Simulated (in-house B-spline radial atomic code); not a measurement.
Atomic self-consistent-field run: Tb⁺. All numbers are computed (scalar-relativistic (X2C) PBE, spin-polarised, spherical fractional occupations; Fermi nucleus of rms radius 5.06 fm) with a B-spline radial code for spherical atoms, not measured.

Command:
```bash
python run_scf.py task.json out
```
Settings (nuclear radius in fm, mass in u):
```
Z                65
configuration    [Xe] 4f9 6s1
hamiltonian      x2c
method           pbe,pbe
spin_polarised   True
nucleus          fermi
rms_radius       5.06
atomic_mass      158.92535
speed_of_light   137.035999084
```

Output (hartree, bohr):
```
 radial grid: 81 intervals, B-splines of order 8, outer radius 60 bohr

 iter        energy (Eh)    residual
    1      -11663.720583    7.06e-01
    2      -11668.808094    1.33e+00
    3      -11706.843068    2.16e-01
    4      -11707.973889    8.44e-02
    5      -11708.117965    6.14e-02
    6      -11708.160039    2.13e-02
    7      -11708.182840    4.83e-03
    8      -11708.183615    6.70e-04
    9      -11708.183631    3.48e-05
   10      -11708.183631    2.66e-06
   11      -11708.183631    1.86e-07

 total energy                    -11708.18363
 kinetic                           12810.3748
 electron-nucleus                 -28820.0281
 Hartree                            4561.0428
 exchange-correlation               -259.5731

 orbital      occ     eigenvalue          <r>       <r^2>       <1/r>       r_max
 1s up      1.000     -1900.8446    0.0207821 0.000598653     78.5866     0.01278
 1s down    1.000     -1900.8441    0.0207821 0.000598653     78.5866     0.01278
 2s up      1.000      -315.2731    0.0908182  0.00980314     18.1582     0.07737
 2s down    1.000      -315.2716     0.090817  0.00980282     18.1584     0.07737
 2p up      3.000      -280.7277    0.0804403  0.00791566     15.9562     0.06232
 2p down    3.000      -280.7266    0.0804391  0.00791537     15.9563     0.06232
 3s up      1.000       -70.1359     0.239045   0.0654372     6.52061        0.22
 3s down    1.000       -70.0677     0.238902   0.0653576     6.52556      0.2199
 3p up      3.000       -59.4331     0.237627   0.0655497     5.91395      0.2157
 3p down    3.000       -59.3654     0.237453   0.0654525     5.91866      0.2156
 3d up      5.000       -45.2115     0.216615   0.0551441     5.55595      0.1764
 3d down    5.000       -45.1595     0.216407     0.05503     5.56026      0.1763
 4s up      1.000       -14.1292     0.541682    0.331449     2.69806      0.5053
 4s down    1.000       -13.9740     0.541688    0.331454     2.69722      0.5052
 4p up      3.000       -10.5929     0.573269     0.37409     2.42878      0.5271
 4p down    3.000       -10.4389     0.573353    0.374229     2.42778      0.5269
 4d up      5.000        -5.6758      0.62404     0.45221     2.12612      0.5474
 4d down    5.000        -5.5232     0.624724    0.453454     2.12386      0.5473
 5s up      1.000        -2.0070      1.32243     1.97007     1.01413        1.18
 5s down    1.000        -1.9243      1.33697     2.01374    0.999973        1.19
 5p up      3.000        -1.1723      1.56105      2.7758    0.838927       1.343
 5p down    3.000        -1.1090      1.58221     2.85111    0.824763       1.359
 4f up      7.000        -0.3955     0.885532     1.06831     1.52184      0.5551
 4f down    2.000        -0.2622     0.939225     1.25181      1.4773      0.5574
 6s up      1.000        -0.3350       3.7248     15.5988     0.33778       3.269
```

Run time, properties included: 0.65 s on 1 thread of Intel(R) Xeon(R) 6975P-C, with other jobs on the host.

One-electron X2C: radii and densities carry no picture-change correction, so inner-shell <1/r> comes out high (for 1s by about 2 % at Z = 33, 5 % at 54, 10 % at 75, 30 % at 118) and <r> low.
